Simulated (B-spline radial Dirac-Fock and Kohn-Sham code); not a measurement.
Model: configuration-average Dirac-Fock orbitals. Program: an atomic code on a B-spline grid.

Question: This computed X-ray form factor belongs to an atom or ion in its tabulated ground configuration. Which?

```
sin θ/λ (Å⁻¹)     f₀
         0.25  8.898
          0.3  8.854
          0.5  8.602
          0.8  8.028
            1  7.545
          1.2  7.009
          1.6  5.871
          1.8  5.310
          3.5  2.172
```

Answer: Kr²⁷⁺, with 9 electrons in [He] 2s2 2p5. f₀ tends to the number of electrons as s goes to zero, which the first rows give only roughly, and the rate of fall reflects the nuclear charge, 36.
